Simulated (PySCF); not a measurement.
# Energy of Au⁻ (gold, charge -1) between two integer charges

The 6s beta orbital of [Xe] 4f14 5d10 6s2 is emptied in steps (occupation f), with all orbitals relaxed, ending at [Xe] 4f14 5d10 6s1. Computed with PySCF 2.14 in aug-cc-pVTZ-PP with ECP60MDF (6s6p5d3f2g, 88 functions), with scalar relativity through the core potential. The exact energy is a straight line in f; departures are measured from the line between the end points of the same method.

```tsv
f	BHandHLYP (eV)	MN15 (eV)
1	0.000	0.000
0.9	-0.107	-0.128
0.7	-0.258	-0.300
0.5	-0.315	-0.354
0.3	-0.270	-0.292
0.1	-0.118	-0.121
0	0.000	0.000
```

```csv
method,E(f=0) − E(f=1) (eV),−ε at f=1 (eV),−ε at f=0.5 (eV)
BHandHLYP,1.766,0.594,1.729
MN15,2.359,0.947,2.382
```

Orbital energy along the path (eV):

| f | BHandHLYP | MN15 |
| --- | --- | --- |
| 1 | -0.594 | -0.947 |
| 0.9 | -0.795 | -1.215 |
| 0.7 | -1.240 | -1.790 |
| 0.5 | -1.729 | -2.382 |
| 0.3 | -2.252 | -2.953 |
| 0.1 | -2.806 | -3.458 |
| 0 | -3.095 | -3.676 |

Reference removal energy between the ground levels: 2.309 eV (measured; photodetachment measurements, as compiled on the Wikipedia data page of electron affinities).
